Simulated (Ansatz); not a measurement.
`C[SiH]([SiH3])I`, charge 0, multiplicity 1.

(1) Give a relaxed structure at PBE0-D4/def2-TZVP (Ansatz). (Best estimate.)

Answers

(1) Computed: 
```xyz
11

C    -0.986   -0.564    1.346
Si   -0.108   -0.719   -0.295
Si    0.806    1.291   -1.060
I     1.780   -2.278   -0.053
H    -0.314   -0.163    2.108
H    -1.347   -1.538    1.680
H    -1.841    0.110    1.247
H    -1.010   -1.318   -1.314
H     1.767    1.805   -0.048
H    -0.262    2.309   -1.266
H     1.516    1.066   -2.345
```
This is one stationary point; other conformers may exist.
